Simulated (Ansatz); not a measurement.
Input file for Ansatz (a first-principles code): R-B3LYP-D3(BJ)/def2-TZVP on C6H6 (SMILES c1ccccc1).

Ansatz 0.2 input:
```yaml
crystal:
  periodic: [false, false, false]
  atoms:
    - {symbol: C, position_ang: [-0.00000000, 1.39520000, 0.00000000]}
    - {symbol: C, position_ang: [1.20830000, 0.69760000, 0.00000000]}
    - {symbol: C, position_ang: [1.20830000, -0.69760000, 0.00000000]}
    - {symbol: C, position_ang: [-0.00000000, -1.39520000, 0.00000000]}
    - {symbol: C, position_ang: [-1.20830000, -0.69760000, 0.00000000]}
    - {symbol: C, position_ang: [-1.20830000, 0.69760000, 0.00000000]}
    - {symbol: H, position_ang: [-0.00000000, 2.48240000, 0.00000000]}
    - {symbol: H, position_ang: [2.14980000, 1.24120000, 0.00000000]}
    - {symbol: H, position_ang: [2.14980000, -1.24120000, 0.00000000]}
    - {symbol: H, position_ang: [-0.00000000, -2.48240000, 0.00000000]}
    - {symbol: H, position_ang: [-2.14980000, -1.24120000, 0.00000000]}
    - {symbol: H, position_ang: [-2.14980000, 1.24120000, 0.00000000]}
basis:
  gaussian:
    orbitals: def2-TZVP
hamiltonian:
  xc: b3lyp
  dispersion: d3bj
relax: {f_tol: 0.004, max_steps: 120}
scf: {lower_state_search: off}
```

Output:

```
WARN ansatz: RAYON_NUM_THREADS=4 ignored (pool sized by the plan → 4); use --threads N
Functional definition: B3LYP
these checks for a lower state are left out or cut short: stability, starts, cluster_reference, orbital_swaps, neighbouring_geometries, increment
integrals: 0.14 GiB planned
1344 factors; their error is unknown
mean field: 1.41 GiB planned
mean field evaluation 1: about -6311.3110 eV, gradient 6.6e1 eV
mean field evaluation 2: about -6304.3350 eV, gradient 8.5e1 eV
mean field evaluation 4: about -6322.2430 eV, gradient 1.3e0 eV
mean field evaluation 8: about -6322.2167 eV, gradient 6.3e-3 eV
mean field evaluation 16: about -6322.2167 eV, gradient 1.3e-4 eV
mean field -6322.21673073 eV, -232.3371795019 hartree, gradient 5.1e-6 eV, S^2 0.000000; 0 other end points of the search recorded, 0 dependent functions left out
the calculation of the forces begins
reference -6322.21699811 eV, -232.3371893280 hartree; 21, 21 occupied and 201, 201 virtual orbitals, 1344 factors
relax step   1: F+E_penalty+E_count = -6322.73126324 eV  Δ(F+E_penalty+E_count) = +0.000e0 eV  max|allowed force component| = 1.646e-1 eV/Å  Δτ_max = 0.0000 Å  (17 SCF iters, accepted)
these checks for a lower state are left out or cut short: stability, starts, cluster_reference, orbital_swaps, neighbouring_geometries, increment
integrals: 0.14 GiB planned
1344 factors; their error is unknown
mean field: 1.41 GiB planned
mean field -6322.22112786 eV, -232.3373410933 hartree, gradient 3.9e-6 eV, S^2 0.000000; 0 other end points of the search recorded, 0 dependent functions left out
the calculation of the forces begins
reference -6322.22139468 eV, -232.3373508990 hartree; 21, 21 occupied and 201, 201 virtual orbitals, 1344 factors
relax step   2: F+E_penalty+E_count = -6322.73654240 eV  Δ(F+E_penalty+E_count) = -5.279e-3 eV  max|allowed force component| = 4.408e-2 eV/Å  Δτ_max = 0.0069 Å  (21 SCF iters, accepted)
these checks for a lower state are left out or cut short: stability, starts, cluster_reference, orbital_swaps, neighbouring_geometries, increment
integrals: 0.14 GiB planned
1344 factors; their error is unknown
mean field: 1.41 GiB planned
mean field evaluation 32: about -6322.2212 eV, gradient 5.9e-4 eV
mean field -6322.22122043 eV, -232.3373444953 hartree, gradient 4.0e-6 eV, S^2 0.000000; 0 other end points of the search recorded, 0 dependent functions left out
the calculation of the forces begins
reference -6322.22148703 eV, -232.3373542929 hartree; 21, 21 occupied and 201, 201 virtual orbitals, 1344 factors
relax step   3: F+E_penalty+E_count = -6322.73693166 eV  Δ(F+E_penalty+E_count) = -3.893e-4 eV  max|allowed force component| = 1.147e-2 eV/Å  Δτ_max = 0.0024 Å  (21 SCF iters, accepted)
these checks for a lower state are left out or cut short: stability, starts, cluster_reference, orbital_swaps, neighbouring_geometries, increment
integrals: 0.14 GiB planned
1344 factors; their error is unknown
mean field: 1.41 GiB planned
mean field -6322.22121214 eV, -232.3373441906 hartree, gradient 4.1e-6 eV, S^2 0.000000; 0 other end points of the search recorded, 0 dependent functions left out
the calculation of the forces begins
reference -6322.22147876 eV, -232.3373539889 hartree; 21, 21 occupied and 201, 201 virtual orbitals, 1344 factors
relax step   4: F+E_penalty+E_count = -6322.73693655 eV  Δ(F+E_penalty+E_count) = -4.891e-6 eV  max|allowed force component| = 2.666e-4 eV/Å  Δτ_max = 0.0001 Å  (21 SCF iters, accepted)
Total energy: -6322.73720318 eV, -232.3563065116 hartree
Atom 0 at    -0.000000     1.390480    -0.000000 Å, force    -0.000000    -0.000267     0.000000 eV/Å
Atom 1 at     1.204197     0.695244    -0.000000 Å, force    -0.000248    -0.000237     0.000000 eV/Å
Atom 2 at     1.204197    -0.695244     0.000000 Å, force    -0.000248     0.000237    -0.000000 eV/Å
Atom 3 at     0.000000    -1.390480    -0.000000 Å, force    -0.000000     0.000267    -0.000000 eV/Å
Atom 4 at    -1.204197    -0.695244     0.000000 Å, force     0.000248     0.000237    -0.000000 eV/Å
Atom 5 at    -1.204197     0.695244    -0.000000 Å, force     0.000248    -0.000237    -0.000000 eV/Å
Atom 6 at    -0.000000     2.473041     0.000000 Å, force     0.000000     0.000137    -0.000000 eV/Å
Atom 7 at     2.141719     1.236526     0.000000 Å, force     0.000104     0.000105     0.000000 eV/Å
Atom 8 at     2.141719    -1.236526     0.000000 Å, force     0.000104    -0.000105    -0.000000 eV/Å
Atom 9 at    -0.000000    -2.473041    -0.000000 Å, force     0.000000    -0.000137     0.000000 eV/Å
Atom 10 at    -2.141719    -1.236526     0.000000 Å, force    -0.000104    -0.000105     0.000000 eV/Å
Atom 11 at    -2.141719     1.236526     0.000000 Å, force    -0.000104     0.000105     0.000000 eV/Å
Dipole moment:     0.000000     0.000000     0.000000 e Å
Checks for a lower state left out: stability, starts, cluster_reference, orbital_swaps, neighbouring_geometries, increment
```

Self-consistency was reached.

Cost: about 50 core-seconds (a rough figure).
